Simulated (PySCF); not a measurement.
**Ionisation energy of Kr by level of theory**

Kr [Kr] (1S) → Kr⁺ [Ar] 3d10 4s2 4p5 (2P), as a difference of total energies. All numbers are calculated (PySCF 2.14, scalar relativity by spin-free X2C-1e, in jorge-DZP-DKH). Correlated levels: valence: [Ar] 3d10 frozen. The calculations carry no spin-orbit coupling.

```csv
method,ionisation energy (eV),error (eV)
UHF,13.213,-1.009
r2SCAN,14.250,+0.028
LDA,14.343,+0.121
MP2 (valence),13.439,-0.783
SCS-MP2 (valence),13.418,-0.804
CCSD (valence),13.439,-0.783
CCSD(T) (valence),13.442,-0.780
```

Reference: 14.222 eV (measured; NIST levels, between the centres of gravity of the two terms).

Errors of the correlated levels include the incompleteness of this basis and the frozen core.
